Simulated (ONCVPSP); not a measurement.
**Logarithmic derivatives: nitrogen, ONCV**

```json
{"Element": "nitrogen", "Generator": "ONCVPSP 4.0.1", "Type": "optimised norm-conserving Vanderbilt (ONCV)", "Functional": "PBE", "Relativity": "scalar-relativistic", "Frozen core": "[He]", "Valence charge": "5", "Reference configuration": "2s1.75 2p3.25", "Partial waves": "2s: rc 1.15 bohr, ncon 5, nbas 9, qcut 7.4 1/bohr, 2 projectors, debl 1.9 Ha; 2p: rc 1.95 bohr, ncon 3, nbas 8, qcut 5.7 1/bohr, 2 projectors, debl 2.9 Ha", "Local potential": "polynomial inside 1.00 bohr (lpopt 3, dvloc0 0 Ha)", "Core correction": "Teter function, fcfact 3.75, rcfact 1.35"}
```

The phase is arctan(r·R′/R) of the radial function R(r), unwrapped; energies in Ha, scanned from -2 to 5 Ha. A pole is an energy at which the radial function vanishes at the test radius. The pseudo phase is shifted by a multiple of π to meet the all-electron one at the reference energy, and phase errors are pseudo minus all-electron; the curves can meet again beyond the range given. Levels narrower than the energy grid can be missing from the lists of poles.

Problem. For each channel, where are the poles, and over which energies does the pseudopotential scatter like the atom?

Solution.

| channel | radius (bohr) | reference energy (Ha) | poles, all-electron | poles, pseudo | unbroken range about the reference energy with phases within 0.05 rad | phase error 1 Ha above the reference energy (rad) |
| --- | --- | --- | --- | --- | --- | --- |
| s | 1.16 | -0.69 | 2.62 | 2.62 | the whole range | -0.000 |
| p | 1.98 | -0.26 | 0.12, 4.09 | 0.12, 4.14 | the whole range | +0.005 |

Phases in the p channel:

```tsv
E (Ha)	all-electron	pseudo
-1.98	1.204	1.205
-1.62	1.137	1.137
-1.26	1.016	1.017
-0.90	0.729	0.731
-0.54	-0.252	-0.250
-0.18	-1.277	-1.277
0.18	-1.612	-1.610
0.54	-1.817	-1.813
0.90	-2.067	-2.060
1.26	-2.595	-2.576
1.62	-3.583	-3.568
1.98	-4.160	-4.157
2.34	-4.391	-4.390
2.70	-4.509	-4.509
3.06	-4.583	-4.583
3.42	-4.637	-4.636
3.78	-4.680	-4.677
4.14	-4.718	-4.712
4.50	-4.754	-4.745
4.86	-4.793	-4.778
```
